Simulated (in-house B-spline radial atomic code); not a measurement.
Atomic self-consistent-field run: the indium ion In²⁺ (an excited or competing configuration). Method: scalar-relativistic (X2C) LC-wPBE, spin-polarised, spherical fractional occupations, exact exchange averaged over the configuration, Fermi nucleus of rms radius 4.6156 fm. Calculated with an all-electron radial atomic-structure program (B-spline basis).

Command:
```bash
python run_scf.py task.json out
```
Settings (nuclear radius in fm, mass in u):
```
Z                49
configuration    [Ar] 3d9 4s2 4p6 4d10 5s1 5f1
hamiltonian      x2c
method           lc_wpbe
spin_polarised   True
nucleus          fermi
rms_radius       4.6156
atomic_mass      114.90388
speed_of_light   137.035999084
exact_exchange   averaged over the configuration
```

Output (hartree, bohr):
```
 radial grid: 79 intervals, B-splines of order 8, outer radius 53.7037 bohr

 iter        energy (Eh)    residual
    1       -5850.168058    4.63e-01
    2       -5856.126592    5.74e-01
    3       -5862.319238    9.61e-02
    4       -5862.548259    3.05e-02
    5       -5862.557452    9.04e-03
    6       -5862.559222    3.58e-03
    7       -5862.559568    5.74e-04
    8       -5862.559573    1.23e-04
    9       -5862.559573    9.07e-06
   10       -5862.559573    7.06e-07
   11       -5862.559573    1.67e-07

 total energy                     -5862.55957
 kinetic                            6162.1860
 electron-nucleus                 -14153.6828
 Hartree                            2287.1748
 exact exchange                       -9.8535
 exchange-correlation               -148.3841

 orbital      occ     eigenvalue          <r>       <r^2>       <1/r>       r_max
 1s up      1.000     -1020.7924    0.0291423  0.00115949     54.1335     0.01854
 1s down    1.000     -1020.7904    0.0291423  0.00115948     54.1336     0.01854
 2s up      1.000      -155.2172     0.127998   0.0193781     12.2571      0.1085
 2s down    1.000      -155.1397     0.127965   0.0193681     12.2611      0.1085
 2p up      3.000      -139.6556     0.111887    0.015298     11.4303     0.08665
 2p down    3.000      -139.5976      0.11185   0.0152873     11.4336     0.08663
 3s up      1.000       -31.2418     0.345871    0.136876     4.31355      0.3144
 3s down    1.000       -31.1473     0.346096    0.137058     4.30947      0.3144
 3p up      3.000       -26.1407     0.343773    0.137188     4.03974      0.3073
 3p down    3.000       -26.0442     0.344064    0.137426     4.03545      0.3074
 3d up      5.000       -18.2633     0.319778    0.121209     3.79726      0.2561
 3d down    4.000       -18.1521     0.320256    0.121617     3.79307      0.2564
 4s up      1.000        -5.9478     0.831738    0.782792     1.68884      0.7587
 4s down    1.000        -5.9305     0.832843    0.784751     1.68567      0.7599
 4p up      3.000        -4.3869     0.898628    0.923134     1.52086      0.8006
 4p down    3.000        -4.3700     0.898249    0.921519     1.52034      0.8017
 4d up      5.000        -2.0826      1.08634     1.39177     1.22426      0.8918
 4d down    5.000        -2.0630      1.08222     1.37899     1.22763       0.893
 5s up      1.000        -1.3164      2.15473     5.20487    0.602532       1.927
 5f up      1.000        -0.1979      9.22069     99.8849    0.156742       10.11
```

Time taken, with all properties: 3.6 s on 1 thread of Arm Neoverse N1, with other jobs on the host.

One-electron X2C: radii and densities carry no picture-change correction, so inner-shell <1/r> comes out high (for 1s by about 2 % at Z = 33, 5 % at 54, 10 % at 75, 30 % at 118) and <r> low.
